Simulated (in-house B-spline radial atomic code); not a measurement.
A calculation on Tl4+: its settings, and results tabulated from the run. All numbers are computed (scalar-relativistic (X2C) LDA exchange-only, spin-polarised, spherical fractional occupations; Fermi nucleus of rms radius 5.4759 fm) with a radial B-spline atomic code at the basis-set limit, not measured.

Command:
```bash
python run_scf.py task.json out
```
Settings (nuclear radius in fm, mass in u):
```
Z                81
configuration    [Xe] 4f14 5d9
hamiltonian      x2c
method           lda,
spin_polarised   True
nucleus          fermi
rms_radius       5.4759
atomic_mass      204.97443
speed_of_light   137.035999084
```

Output (hartree, bohr):
```
 radial grid: 69 intervals, B-splines of order 8, outer radius 30.8511 bohr

 iter        energy (Eh)    residual
    1      -20222.245135    7.94e-01
    2      -20224.437284    1.94e-01
    3      -20225.165942    4.25e-02
    4      -20225.212697    1.22e-02
    5      -20225.215634    6.40e-03
    6      -20225.216461    1.83e-03
    7      -20225.216522    8.81e-04
    8      -20225.216539    1.93e-05
    9      -20225.216539    7.08e-07

 total energy                    -20225.21654
 kinetic                           23441.5909
 electron-nucleus                 -51023.1610
 Hartree                            7720.7482
 exchange-correlation               -364.3947

 orbital      occ     eigenvalue          <r>       <r^2>       <1/r>       r_max
 1s up      1.000     -3132.6804    0.0154737 0.000339128     110.957     0.00904
 1s down    1.000     -3132.6804    0.0154737 0.000339128     110.957     0.00904
 2s up      1.000      -559.0689    0.0679236  0.00552852      26.134     0.05801
 2s down    1.000      -559.0653    0.0679236  0.00552851      26.134     0.05801
 2p up      3.000      -483.8026    0.0616974  0.00467266     20.9533     0.04764
 2p down    3.000      -483.7996    0.0616972  0.00467265     20.9533     0.04764
 3s up      1.000      -134.7039     0.177181   0.0360535     9.35788      0.1643
 3s down    1.000      -134.7020      0.17718   0.0360531      9.3579      0.1643
 3p up      3.000      -112.9083     0.178444   0.0370398     7.99673      0.1635
 3p down    3.000      -112.9063     0.178443   0.0370394     7.99675      0.1635
 3d up      5.000       -89.1579     0.162429   0.0308917     7.38202      0.1333
 3d down    5.000       -89.1551     0.162429   0.0308917       7.382      0.1333
 4s up      1.000       -31.3066     0.392008    0.173668     3.91093      0.3697
 4s down    1.000       -31.3027     0.392006    0.173663     3.91086      0.3697
 4p up      3.000       -24.1112     0.416866     0.19771     3.39544      0.3887
 4p down    3.000       -24.1073     0.416848    0.197687     3.39548      0.3887
 4d up      5.000       -15.3737     0.440283    0.223977     3.01397       0.396
 4d down    5.000       -15.3691     0.440219    0.223896     3.01425      0.3961
 5s up      1.000        -6.4373     0.875677    0.859598     1.59763      0.8083
 5s down    1.000        -6.4138     0.874847    0.858033     1.59982      0.8077
 5p up      3.000        -4.4421     0.998187     1.12356      1.3437      0.9012
 5p down    3.000        -4.4146     0.997331     1.12185     1.34546      0.9003
 4f up      7.000        -5.8350     0.467976    0.263211     2.60396      0.3576
 4f down    7.000        -5.8291     0.467627    0.262726     2.60515      0.3576
 5d up      5.000        -2.1431      1.30389     1.95348     1.00045       1.102
 5d down    4.000        -2.1132      1.30555     1.96017    0.999985       1.101
```

Time taken, with all properties: 0.37 s on 1 thread of Arm Neoverse V1, with other jobs on the host.

One-electron X2C: radii and densities carry no picture-change correction, so inner-shell <1/r> comes out high (for 1s by about 2 % at Z = 33, 5 % at 54, 10 % at 75, 30 % at 118) and <r> low.
